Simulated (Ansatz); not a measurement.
Ansatz (a program for electronic structure) input for Ti(F)2(OH)2 (F2H2O2Ti), SMILES [OH][Ti]([OH])([F])[F], multiplicity 1, B3LYP-D3(BJ)/def2-SVP. 

Ansatz 0.2 input:
```yaml
crystal:
  periodic: [false, false, false]
  atoms:
    - {symbol: Ti, position_ang: [-0.01321858, -0.00121503, -0.00232394]}
    - {symbol: F, position_ang: [1.03156226, 1.03560272, -0.89894489]}
    - {symbol: F, position_ang: [0.98213956, -0.79923686, 1.15602305]}
    - {symbol: O, position_ang: [-0.68266645, -1.14933239, -1.04080943]}
    - {symbol: H, position_ang: [-1.17875677, -1.77118595, -1.57409637]}
    - {symbol: O, position_ang: [-1.16188957, 0.93297137, 0.80460454]}
    - {symbol: H, position_ang: [-1.89730290, 1.40151212, 1.20115848]}
basis:
  gaussian:
    orbitals: def2-SVP
hamiltonian:
  xc: b3lyp
  dispersion: d3bj
relax: {f_tol: 0.002, max_steps: 200}
```

Log of the run:

```
[...]
the calculation of the forces begins
reference -32672.55670056 eV, -1200.6943124913 hartree; 29, 29 occupied and 68, 68 virtual orbitals, 1066 factors
relax step  31: F+E_penalty+E_count = -32672.75699231 eV  Δ(F+E_penalty+E_count) = -3.306e-5 eV  max|allowed force component| = 4.560e-3 eV/Å  Δτ_max = 0.0137 Å  (34 SCF iters, accepted)
these checks for a lower state are left out or cut short: starts, cluster_reference, orbital_swaps, neighbouring_geometries, increment
integrals: 0.05 GiB planned
1066 factors; integrals over basis functions are off by at most 1.9e-4 eV
mean field: 0.42 GiB planned
mean field -32672.55022886 eV, -1200.6940746606 hartree, gradient 7.5e-6 eV, S^2 0.000000; 0 other end points of the search recorded, 0 dependent functions left out
the calculation of the forces begins
reference -32672.55057719 eV, -1200.6940874614 hartree; 29, 29 occupied and 68, 68 virtual orbitals, 1066 factors
relax step  32: F+E_penalty+E_count = -32672.75076047 eV  Δ(F+E_penalty+E_count) = +6.232e-3 eV  max|allowed force component| = 6.715e-1 eV/Å  Δτ_max = 0.0982 Å  (33 SCF iters, rejected (line search))
these checks for a lower state are left out or cut short: starts, cluster_reference, orbital_swaps, neighbouring_geometries, increment
integrals: 0.05 GiB planned
1066 factors; integrals over basis functions are off by at most 1.9e-4 eV
mean field: 0.42 GiB planned
mean field evaluation 224: about -32672.5563 eV, gradient 2.0e-1 eV
mean field -32672.55639352 eV, -1200.6943012076 hartree, gradient 1.6e-5 eV, S^2 0.000000; 0 other end points of the search recorded, 0 dependent functions left out
the calculation of the forces begins
reference -32672.55674197 eV, -1200.6943140129 hartree; 29, 29 occupied and 68, 68 virtual orbitals, 1066 factors
relax step  33: F+E_penalty+E_count = -32672.75700783 eV  Δ(F+E_penalty+E_count) = -1.553e-5 eV  max|allowed force component| = 5.701e-3 eV/Å  Δτ_max = 0.0093 Å  (33 SCF iters, accepted)
these checks for a lower state are left out or cut short: starts, cluster_reference, orbital_swaps, neighbouring_geometries, increment
integrals: 0.05 GiB planned
1066 factors; integrals over basis functions are off by at most 1.9e-4 eV
mean field: 0.42 GiB planned
mean field -32672.55637580 eV, -1200.6943005565 hartree, gradient 1.7e-5 eV, S^2 0.000000; 0 other end points of the search recorded, 0 dependent functions left out
the calculation of the forces begins
reference -32672.55672423 eV, -1200.6943133611 hartree; 29, 29 occupied and 68, 68 virtual orbitals, 1066 factors
relax step  34: F+E_penalty+E_count = -32672.75696461 eV  Δ(F+E_penalty+E_count) = +4.322e-5 eV  max|allowed force component| = 7.143e-2 eV/Å  Δτ_max = 0.0229 Å  (34 SCF iters, rejected (line search))
these checks for a lower state are left out or cut short: starts, cluster_reference, orbital_swaps, neighbouring_geometries, increment
integrals: 0.05 GiB planned
1066 factors; integrals over basis functions are off by at most 1.9e-4 eV
mean field: 0.42 GiB planned
mean field -32672.55641275 eV, -1200.6943019144 hartree, gradient 1.6e-5 eV, S^2 0.000000; 0 other end points of the search recorded, 0 dependent functions left out
the calculation of the forces begins
reference -32672.55676119 eV, -1200.6943147195 hartree; 29, 29 occupied and 68, 68 virtual orbitals, 1066 factors
relax step  35: F+E_penalty+E_count = -32672.75701944 eV  Δ(F+E_penalty+E_count) = -1.161e-5 eV  max|allowed force component| = 8.102e-4 eV/Å  Δτ_max = 0.0066 Å  (34 SCF iters, accepted)
these checks for a lower state are left out or cut short: starts, cluster_reference, orbital_swaps, neighbouring_geometries, increment
integrals: 0.05 GiB planned
1066 factors; integrals over basis functions are off by at most 1.9e-4 eV
mean field: 0.42 GiB planned
mean field -32672.55644928 eV, -1200.6943032570 hartree, gradient 1.7e-5 eV, S^2 0.000000; 0 other end points of the search recorded, 0 dependent functions left out
the calculation of the forces begins
reference -32672.55679771 eV, -1200.6943160614 hartree; 29, 29 occupied and 68, 68 virtual orbitals, 1066 factors
relax step  36: F+E_penalty+E_count = -32672.75701060 eV  Δ(F+E_penalty+E_count) = +8.839e-6 eV  max|allowed force component| = 4.208e-2 eV/Å  Δτ_max = 0.0244 Å  (33 SCF iters, rejected (line search))
these checks for a lower state are left out or cut short: starts, cluster_reference, orbital_swaps, neighbouring_geometries, increment
integrals: 0.05 GiB planned
1066 factors; integrals over basis functions are off by at most 1.9e-4 eV
mean field: 0.42 GiB planned
mean field evaluation 256: about -32672.5564 eV, gradient 1.6e-5 eV
mean field -32672.55642362 eV, -1200.6943023140 hartree, gradient 1.6e-5 eV, S^2 0.000000; 0 other end points of the search recorded, 0 dependent functions left out
the calculation of the forces begins
reference -32672.55677206 eV, -1200.6943151188 hartree; 29, 29 occupied and 68, 68 virtual orbitals, 1066 factors
relax step  37: F+E_penalty+E_count = -32672.75702673 eV  Δ(F+E_penalty+E_count) = -7.288e-6 eV  max|allowed force component| = 1.158e-2 eV/Å  Δτ_max = 0.0088 Å  (34 SCF iters, accepted)
these checks for a lower state are left out or cut short: starts, cluster_reference, orbital_swaps, neighbouring_geometries, increment
integrals: 0.05 GiB planned
1066 factors; integrals over basis functions are off by at most 1.9e-4 eV
mean field: 0.42 GiB planned
mean field -32672.55644331 eV, -1200.6943030376 hartree, gradient 1.6e-5 eV, S^2 0.000000; 0 other end points of the search recorded, 0 dependent functions left out
the calculation of the forces begins
reference -32672.55679174 eV, -1200.6943158422 hartree; 29, 29 occupied and 68, 68 virtual orbitals, 1066 factors
relax step  38: F+E_penalty+E_count = -32672.75702352 eV  Δ(F+E_penalty+E_count) = +3.212e-6 eV  max|allowed force component| = 2.573e-2 eV/Å  Δτ_max = 0.0111 Å  (34 SCF iters, rejected (line search))
these checks for a lower state are left out or cut short: starts, cluster_reference, orbital_swaps, neighbouring_geometries, increment
integrals: 0.05 GiB planned
1066 factors; integrals over basis functions are off by at most 1.9e-4 eV
mean field: 0.42 GiB planned
mean field -32672.55643638 eV, -1200.6943027827 hartree, gradient 1.4e-5 eV, S^2 0.000000; 0 other end points of the search recorded, 0 dependent functions left out
the calculation of the forces begins
reference -32672.55678481 eV, -1200.6943155874 hartree; 29, 29 occupied and 68, 68 virtual orbitals, 1066 factors
relax step  39: F+E_penalty+E_count = -32672.75703134 eV  Δ(F+E_penalty+E_count) = -4.611e-6 eV  max|allowed force component| = 8.113e-3 eV/Å  Δτ_max = 0.0054 Å  (26 SCF iters, accepted)
these checks for a lower state are left out or cut short: starts, cluster_reference, orbital_swaps, neighbouring_geometries, increment
integrals: 0.05 GiB planned
1066 factors; integrals over basis functions are off by at most 1.9e-4 eV
mean field: 0.42 GiB planned
mean field -32672.55645588 eV, -1200.6943034993 hartree, gradient 1.6e-5 eV, S^2 0.000000; 0 other end points of the search recorded, 0 dependent functions left out
the calculation of the forces begins
reference -32672.55680430 eV, -1200.6943163037 hartree; 29, 29 occupied and 68, 68 virtual orbitals, 1066 factors
relax step  40: F+E_penalty+E_count = -32672.75703533 eV  Δ(F+E_penalty+E_count) = -3.990e-6 eV  max|allowed force component| = 9.947e-3 eV/Å  Δτ_max = 0.0098 Å  (34 SCF iters, accepted)
these checks for a lower state are left out or cut short: starts, cluster_reference, orbital_swaps, neighbouring_geometries, increment
integrals: 0.05 GiB planned
1066 factors; integrals over basis functions are off by at most 1.9e-4 eV
mean field: 0.42 GiB planned
mean field -32672.55645663 eV, -1200.6943035269 hartree, gradient 2.4e-5 eV, S^2 0.000000; 0 other end points of the search recorded, 0 dependent functions left out
the calculation of the forces begins
reference -32672.55680505 eV, -1200.6943163313 hartree; 29, 29 occupied and 68, 68 virtual orbitals, 1066 factors
relax step  41: F+E_penalty+E_count = -32672.75703594 eV  Δ(F+E_penalty+E_count) = -6.105e-7 eV  max|allowed force component| = 6.819e-3 eV/Å  Δτ_max = 0.0019 Å  (25 SCF iters, accepted)
these checks for a lower state are left out or cut short: starts, cluster_reference, orbital_swaps, neighbouring_geometries, increment
integrals: 0.05 GiB planned
1066 factors; integrals over basis functions are off by at most 1.9e-4 eV
mean field: 0.42 GiB planned
mean field evaluation 288: about -32672.5565 eV, gradient 2.0e-5 eV
mean field -32672.55645491 eV, -1200.6943034636 hartree, gradient 2.0e-5 eV, S^2 0.000000; 0 other end points of the search recorded, 0 dependent functions left out
the calculation of the forces begins
reference -32672.55680333 eV, -1200.6943162679 hartree; 29, 29 occupied and 68, 68 virtual orbitals, 1066 factors
relax step  42: F+E_penalty+E_count = -32672.75703725 eV  Δ(F+E_penalty+E_count) = -1.307e-6 eV  max|allowed force component| = 3.005e-3 eV/Å  Δτ_max = 0.0016 Å  (26 SCF iters, accepted)
these checks for a lower state are left out or cut short: starts, cluster_reference, orbital_swaps, neighbouring_geometries, increment
integrals: 0.05 GiB planned
1066 factors; integrals over basis functions are off by at most 1.9e-4 eV
mean field: 0.42 GiB planned
mean field -32672.55645955 eV, -1200.6943036343 hartree, gradient 1.4e-5 eV, S^2 0.000000; 0 other end points of the search recorded, 0 dependent functions left out
the calculation of the forces begins
reference -32672.55680797 eV, -1200.6943164384 hartree; 29, 29 occupied and 68, 68 virtual orbitals, 1066 factors
relax step  43: F+E_penalty+E_count = -32672.75703720 eV  Δ(F+E_penalty+E_count) = +4.555e-8 eV  max|allowed force component| = 6.476e-3 eV/Å  Δτ_max = 0.0053 Å  (26 SCF iters, rejected (line search))
these checks for a lower state are left out or cut short: starts, cluster_reference, orbital_swaps, neighbouring_geometries, increment
integrals: 0.05 GiB planned
1066 factors; integrals over basis functions are off by at most 1.9e-4 eV
mean field: 0.42 GiB planned
mean field -32672.55645486 eV, -1200.6943034618 hartree, gradient 1.8e-5 eV, S^2 0.000000; 0 other end points of the search recorded, 0 dependent functions left out
the calculation of the forces begins
reference -32672.55680328 eV, -1200.6943162660 hartree; 29, 29 occupied and 68, 68 virtual orbitals, 1066 factors
relax step  44: F+E_penalty+E_count = -32672.75703762 eV  Δ(F+E_penalty+E_count) = -3.699e-7 eV  max|allowed force component| = 1.064e-3 eV/Å  Δτ_max = 0.0026 Å  (26 SCF iters, accepted)
integrals: 0.05 GiB planned
1066 factors; integrals over basis functions are off by at most 1.9e-4 eV
mean field: 0.42 GiB planned
mean field -32672.55645486 eV, -1200.6943034618 hartree, gradient 1.8e-5 eV, S^2 0.000000; 1 other end points of the search recorded, 0 dependent functions left out
the calculation of the forces begins
reference -32672.55680328 eV, -1200.6943162660 hartree; 29, 29 occupied and 68, 68 virtual orbitals, 1066 factors
Total energy: -32672.75738604 eV, -1200.7016875465 hartree
Atom 0 at     0.024955    -0.046955    -0.011789 Å, force    -0.000711    -0.000267    -0.000086 eV/Å
Atom 1 at     0.959107     1.177269    -0.849977 Å, force     0.000022    -0.000108     0.000146 eV/Å
Atom 2 at     1.051092    -0.782674     1.208515 Å, force     0.000045     0.000065    -0.000009 eV/Å
Atom 3 at    -0.507333    -1.286806    -1.165961 Å, force     0.000404    -0.000158    -0.000243 eV/Å
Atom 4 at    -1.368852    -1.650097    -1.405099 Å, force    -0.000190     0.000187     0.000262 eV/Å
Atom 5 at    -1.376410     0.699511     0.763078 Å, force     0.000990     0.001064    -0.000101 eV/Å
Atom 6 at    -1.702691     1.538868     1.106846 Å, force    -0.000559    -0.000783     0.000032 eV/Å
Dipole moment:    -0.662876     0.145428     0.001231 e Å
```

The calculation finished and met its thresholds.
